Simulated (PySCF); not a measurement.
## Stretching CsSr

Set-up: PySCF, scalar-relativistic core potentials, basis sets Cs def2-SVPD with ECP46, Sr def2-SVPD with ECP28. Energies in eV from Cs + Sr in their ground configurations at the same level. State: ²Σ⁺ (doublet), unpaired electrons σ ↑.

All columns are PBE0. A positive dipole means Cs(−)Sr(+).

```json
{"R (Å)": "4.278", "E (eV)": "-0.070", "μ (D)": "-2.06", "Mulliken charge on Cs (basis-dependent)": "0.18", "HOMO (eV)": "-2.58", "LUMO (eV)": "-1.34", "Mayer bond order": "0.50", "⟨S²⟩": "0.76"}
{"R (Å)": "4.477", "E (eV)": "-0.124", "μ (D)": "-2.20", "Mulliken charge on Cs (basis-dependent)": "0.18", "HOMO (eV)": "-2.59", "LUMO (eV)": "-1.36", "Mayer bond order": "0.49", "⟨S²⟩": "0.76"}
{"R (Å)": "4.676", "E (eV)": "-0.153", "μ (D)": "-2.28", "Mulliken charge on Cs (basis-dependent)": "0.16", "HOMO (eV)": "-2.61", "LUMO (eV)": "-1.37", "Mayer bond order": "0.47", "⟨S²⟩": "0.76"}
{"R (Å)": "4.825", "E (eV)": "-0.162", "μ (D)": "-2.31", "Mulliken charge on Cs (basis-dependent)": "0.15", "HOMO (eV)": "-2.62", "LUMO (eV)": "-1.38", "Mayer bond order": "0.46", "⟨S²⟩": "0.76"}
{"R (Å)": "4.974", "E (eV)": "-0.164", "μ (D)": "-2.31", "Mulliken charge on Cs (basis-dependent)": "0.14", "HOMO (eV)": "-2.63", "LUMO (eV)": "-1.39", "Mayer bond order": "0.43", "⟨S²⟩": "0.76"}
{"R (Å)": "5.123", "E (eV)": "-0.161", "μ (D)": "-2.29", "Mulliken charge on Cs (basis-dependent)": "0.12", "HOMO (eV)": "-2.64", "LUMO (eV)": "-1.40", "Mayer bond order": "0.41", "⟨S²⟩": "0.76"}
{"R (Å)": "5.322", "E (eV)": "-0.151", "μ (D)": "-2.24", "Mulliken charge on Cs (basis-dependent)": "0.10", "HOMO (eV)": "-2.66", "LUMO (eV)": "-1.40", "Mayer bond order": "0.38", "⟨S²⟩": "0.76"}
{"R (Å)": "5.571", "E (eV)": "-0.134", "μ (D)": "-2.13", "Mulliken charge on Cs (basis-dependent)": "0.08", "HOMO (eV)": "-2.67", "LUMO (eV)": "-1.40", "Mayer bond order": "0.33", "⟨S²⟩": "0.75"}
{"R (Å)": "5.869", "E (eV)": "-0.111", "μ (D)": "-1.96", "Mulliken charge on Cs (basis-dependent)": "0.05", "HOMO (eV)": "-2.69", "LUMO (eV)": "-1.40", "Mayer bond order": "0.28", "⟨S²⟩": "0.75"}
{"R (Å)": "6.267", "E (eV)": "-0.081", "μ (D)": "-1.68", "Mulliken charge on Cs (basis-dependent)": "0.03", "HOMO (eV)": "-2.69", "LUMO (eV)": "-1.38", "Mayer bond order": "0.21", "⟨S²⟩": "0.75"}
```

A fit through these points gives, at Re = 4.948 Å, μ = -2.31 D and dμ/dR = 0.0277 D/Å; the reduced mass is 52.91 u.

Problem. How strong is the fundamental in the double-harmonic approximation, I = 42.26·(dμ/dR)²/μred km/mol?

Solution. I = 42.26·(0.0277)²/52.91 = 0.000613 km/mol at PBE0.

The bond is weak. Basis-set superposition, not corrected here, can be much of De in a small basis, most of all at correlated wavefunction levels. Functionals without a dispersion term scatter widely for such bonds, and LDA overbinds them. Spin–orbit coupling is left out. The state is the lowest determinant that a PBE0 search found; another state may lie lower at other levels.
